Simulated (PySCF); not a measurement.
## Electron correlation in Be (beryllium, neutral)

[He] 2s1 2p1, high-spin 3P determinant (an excited configuration). Calculation: PySCF 2.14, in aug-cc-pVDZ-DK; scalar relativity by spin-free X2C-1e. Frozen: 1s2; 2 electrons correlated.

With two correlated electrons CCSD is exact within the correlated space (frozen core and kept virtual orbitals).

```tsv
level	correlation energy (mhartree)
CCSD	-4.23
```

Diagnostics: T1 = 0.0036, D1 = 0.0052, largest double amplitude 0.035.

Task: Is a single reference adequate?

Result: Yes: T1 lies below 0.03 and no double amplitude reaches 0.07.
